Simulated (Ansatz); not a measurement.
`[OH][ZnH]`, 4 atoms. The species carries charge 0 and has multiplicity 1. Correlated methods include outer-core shells of Zn, which these sets cover unevenly. Scalar relativity is left out up to krypton. All runs use 2 threads of a server CPU on a shared host. Correlated methods freeze the cores. Open-shell runs search over several starts.

Question: Give the basis size and wall time and peak host memory of each of these runs in Ansatz. RKS ωB97M-V/def2-SVP energy; RHF-CCSD(T)/def2-TZVPP energy; UKS PBE0-D4/def2-TZVPP energy of the cation; UKS B2PLYP (frozen core)/def2-TZVPP energy of the cation; UKS r2SCAN-D4/def2-TZVPP energy of the cation; UKS B3LYP-D4/def2-TZVPP energy of the cation; RKS PBE0-D4/def2-SVP energy; UHF-MP2/def2-QZVPP energy of the cation; RKS r2SCAN-D4/def2-TZVPP energy and forces; direct RPA on PBE orbitals/def2-TZVPP energy; RHF-MP2/def2-QZVPP energy; UKS ωB97M-V/def2-TZVPP energy of the cation. (An estimate is asked.)

Answer: The calculation gave: Other jobs shared the machine, so times are rough.

| level | job | functions | wall time | peak host memory (GiB) |
| --- | --- | --- | --- | --- |
| RKS PBE0-D4/def2-SVP | energy | 55 | 0.95 s | 0.11 |
| RKS r2SCAN-D4/def2-TZVPP | energy and forces | 123 | 2.1 s | 0.16 |
| direct RPA on PBE orbitals/def2-TZVPP | energy | 123 | 2.8 s | 0.19 |
| RKS ωB97M-V/def2-SVP | energy | 55 | 3.1 s | 0.16 |
| RHF-MP2/def2-QZVPP | energy | 217 | 7.5 s | 0.51 |
| RHF-CCSD(T)/def2-TZVPP | energy | 123 | 8 s | 0.51 |
| UKS B3LYP-D4/def2-TZVPP | energy of the cation | 123 | 13 s | 0.39 |
| UKS PBE0-D4/def2-TZVPP | energy of the cation | 123 | 13 s | 0.39 |
| UKS B2PLYP (frozen core)/def2-TZVPP | energy of the cation | 123 | 14 s | 0.33 |
| UKS r2SCAN-D4/def2-TZVPP | energy of the cation | 123 | 17 s | 0.27 |
| UKS ωB97M-V/def2-TZVPP | energy of the cation | 123 | 30 s | 0.47 |
| UHF-MP2/def2-QZVPP | energy of the cation | 217 | 98 s | 0.6 |

B3LYP here is the variant with VWN-RPA as its local correlation; programs differ in this.
